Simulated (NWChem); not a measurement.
System: GeHSI, singlet; SMILES [SH][Ge][I]

NWChem input:

```
start job
memory heap 200 mb stack 900 mb global 1100 mb
geometry units angstroms noautoz
  Ge     0.815603    -1.059662    -0.019036
  I     -0.145522     1.317885     0.017574
  S     -1.149684    -2.128195    -0.028501
  H     -0.573047    -3.354118    -0.047628
end
basis spherical
  * library def2-svp
end
ecp
  I library def2-ecp
end
dft
  xc xwpbe 0.80 cpbe96 1.0 hfexch 1.00
  cam 0.2 cam_alpha 0.2 cam_beta 0.8
  iterations 150
  mulliken
end
task dft energy
```

Output (shortened):

```
             Northwest Computational Chemistry Package (NWChem) 7.3.0
             --------------------------------------------------------

 CS  symmetry detected

                             Geometry "geometry" -> ""
                             -------------------------

 Output coordinates in angstroms (scale by  1.889725989 to convert to a.u.)

  No.       Tag          Charge          X              Y              Z
 ---- ---------------- ---------- -------------- -------------- --------------
    1 Ge                  32.0000     0.79697784    -1.06408720     0.00000000
    2 I                   53.0000    -0.10905759     1.33527335     0.00000000
    3 S                   16.0000    -1.19243818    -2.08703845     0.00000000
    4 H                    1.0000    -0.64422800    -3.32608198     0.00000000

 Effective nuclear repulsion energy (a.u.)     614.5986732808

      Symmetry information
      --------------------

 Group name             Cs
 Group number              2
 Group order               2
 No. of unique centers     4

 Summary of "ao basis" -> "ao basis" (spherical)
 ------------------------------------------------------------------------------
       Tag                 Description            Shells   Functions and Types
 ---------------- ------------------------------  ------  ---------------------
 Ge                         def2-svp                12       32   5s4p3d
 I                          def2-svp                10       26   4s4p2d
 S                          def2-svp                 8       18   4s3p1d
 H                          def2-svp                 3        5   2s1p

      Symmetry analysis of basis
      --------------------------

        a'         57
        a"         24

            General Information
            -------------------
          SCF calculation type: DFT
          Wavefunction type:  closed shell.
          No. of atoms     :     4
          No. of electrons :    74
           Alpha electrons :    37
            Beta electrons :    37
          Charge           :     0
          Spin multiplicity:     1
          Use of symmetry is: on ; symmetry adaption is: on
          Maximum number of iterations: 150
          AO basis - number of functions:    81
                     number of shells:    33
          Convergence on energy requested:  1.00D-06
          Convergence on density requested:  1.00D-05
          Convergence on gradient requested:  5.00D-04

              XC Information
              --------------
                     Hartree-Fock (Exact) Exchange  1.000
                     LC-wPBE(h)Exchange Functional  0.800
            Perdew 1991 LDA Correlation Functional  1.000 local
           PerdewBurkeErnz. Correlation Functional  1.000 non-local

           Range-Separation Parameters
           ---------------------------
           Alpha           :  0.20
           Beta            :  0.80
           Gamma           :  0.20
           Short-Range HF  :     F

             Grid Information
             ----------------
          Grid used for XC integration:  medium
          Radial quadrature: Mura-Knowles
          Angular quadrature: Lebedev.
          Tag              B.-S. Rad. Rad. Pts. Rad. Cut. Ang. Pts.
          ---              ---------- --------- --------- ---------
          Ge                  1.25      112           9.0       590
          I                   1.40      123          12.0       590
          S                   1.00       88          10.0       590
          H                   0.35       45          12.0       434
          Grid pruning is: on
          Number of quadrature shells:   368
          Spatial weights used:  Erf1

      Superposition of Atomic Density Guess
      -------------------------------------

 Sum of atomic energies:       -2820.01720770

      Non-variational initial energy
      ------------------------------

 Total energy =   -2769.922426
 1-e energy   =   -4682.315228
 2-e energy   =    1551.864806
 HOMO         =      -0.251110
 LUMO         =      -0.044147

      Symmetry analysis of molecular orbitals - initial
      -------------------------------------------------

  Numbering of irreducible representations:

     1 a'          2 a"

  Orbital symmetries:

     1 a'          2 a'          3 a'          4 a'          5 a'
     6 a"          7 a'          8 a'          9 a'         10 a'
    11 a'         12 a"         13 a'         14 a'         15 a"
    16 a'         17 a'         18 a"         19 a'         20 a'
    21 a"         22 a'         23 a"         24 a'         25 a'
    26 a"         27 a'         28 a"         29 a'         30 a'
    31 a'         32 a'         33 a'         34 a"         35 a'
    36 a"         37 a'         38 a"         39 a'         40 a'
    41 a'         42 a'         43 a'         44 a'         45 a'
    46 a'         47 a"

     ---------------------------------------------
      Total Density - Mulliken Population Analysis
     ---------------------------------------------

    Atom       Charge   Shell Charges
 -----------   ------   -------------------------------------------------------
    1 Ge  32    31.19   2.00  2.00  2.00  1.36  0.54  6.00  5.98  0.60  0.63  8.14  1.80  0.15
    2 I   25    25.49   1.83  0.22  1.24  0.67  2.92  3.14  2.70  2.76  9.82  0.19
    3 S   16    16.52   2.00  1.99  1.21  0.65  5.94  1.81  2.89  0.03
    4 H    1     0.80   0.58  0.19  0.03

   convergence    iter        energy       DeltaE   RMS-Dens  Diis-err
 ---------------- ----- ----------------- --------- --------- ---------
 d= 0,ls=0.0,diis     1  -2772.7423410473 -3.13D+03  1.32D-02  3.49D-01
 d= 0,ls=0.0,diis     2  -2772.7716905002 -2.93D-02  5.95D-03  1.71D-01
 d= 0,ls=0.0,diis     3  -2772.8011938663 -2.95D-02  1.16D-03  1.29D-02
 d= 0,ls=0.0,diis     4  -2772.8025445080 -1.35D-03  2.38D-04  1.33D-03
 d= 0,ls=0.0,diis     5  -2772.8026301533 -8.56D-05  1.12D-04  2.90D-05
  Resetting Diis
 d= 0,ls=0.0,diis     6  -2772.8026372227 -7.07D-06  4.96D-05  2.53D-06
 d= 0,ls=0.0,diis     7  -2772.8026384257 -1.20D-06  1.65D-05  2.22D-07
 d= 0,ls=0.0,diis     8  -2772.8026385652 -1.40D-07  6.63D-06  6.13D-08

         Total DFT energy =    -2772.802638565174
      One electron energy =    -4682.134937919470
           Coulomb energy =     1675.765953443014
    Exchange-Corr. energy =     -126.961649077465
 Nuclear repulsion energy =      360.527994988747

 Numeric. integr. density =       74.000001349196

                  Occupations of the irreducible representations
                  ----------------------------------------------

                     irrep           alpha         beta
                     --------     --------     --------
                     a'               27.0         27.0
                     a"               10.0         10.0

                       DFT Final Molecular Orbital Analysis
                       ------------------------------------

 Vector   35  Occ=2.000000D+00  E=-3.568007D-01  Symmetry=a'
              MO Center=  1.3D-01,  4.7D-01,  4.1D-15, r^2= 4.1D+00
   Bfn.  Coefficient  Atom+Function         Bfn.  Coefficient  Atom+Function
  ----- ------------  ---------------      ----- ------------  ---------------
    44      0.422013  2 I  py                47      0.346662  2 I  py
    43      0.302656  2 I  px                46      0.270129  2 I  px
     4      0.244600  1 Ge s                 12      0.178125  1 Ge px
    41     -0.170296  2 I  py                15      0.159905  1 Ge px
    38     -0.138541  2 I  py                 5      0.137602  1 Ge s

 Vector   36  Occ=2.000000D+00  E=-3.438528D-01  Symmetry=a"
              MO Center= -3.8D-01,  3.2D-01, -2.9D-16, r^2= 4.4D+00
   Bfn.  Coefficient  Atom+Function         Bfn.  Coefficient  Atom+Function
  ----- ------------  ---------------      ----- ------------  ---------------
    45      0.516206  2 I  pz                48      0.465775  2 I  pz
    71     -0.360820  3 S  pz                68     -0.246949  3 S  pz
    42     -0.209888  2 I  pz                39     -0.170272  2 I  pz
    65     -0.141185  3 S  pz                29      0.049209  1 Ge d -1
    19     -0.029900  1 Ge d -1

 Vector   37  Occ=2.000000D+00  E=-3.249683D-01  Symmetry=a'
              MO Center=  1.0D-01, -3.2D-02, -6.1D-16, r^2= 4.9D+00
   Bfn.  Coefficient  Atom+Function         Bfn.  Coefficient  Atom+Function
  ----- ------------  ---------------      ----- ------------  ---------------
    43      0.459832  2 I  px                46      0.429373  2 I  px
     4     -0.337141  1 Ge s                 69      0.290724  3 S  px
     5     -0.236489  1 Ge s                 12     -0.220814  1 Ge px
    66      0.200470  3 S  px                 3      0.190830  1 Ge s
    40     -0.186574  2 I  px                15     -0.152195  1 Ge px

 Vector   38  Occ=0.000000D+00  E=-4.472049D-02  Symmetry=a"
              MO Center=  5.3D-01, -9.9D-01,  4.9D-14, r^2= 3.7D+00
   Bfn.  Coefficient  Atom+Function         Bfn.  Coefficient  Atom+Function
  ----- ------------  ---------------      ----- ------------  ---------------
    17      0.666761  1 Ge pz                14      0.450098  1 Ge pz
    71     -0.334268  3 S  pz                11     -0.247551  1 Ge pz
    48     -0.238883  2 I  pz                45     -0.173062  2 I  pz
    68     -0.172103  3 S  pz                65     -0.098927  3 S  pz
     8      0.080032  1 Ge pz                42      0.071165  2 I  pz

[...]
```

Level: LRC-wPBEh/def2-SVP with def2 effective core potentials on I. Low-valent species are run as closed-shell singlets; no triplet was tried in these runs. Structure relaxed at the PBE0/def2-SVP level. def2 effective core potentials on I; no spin-orbit coupling.
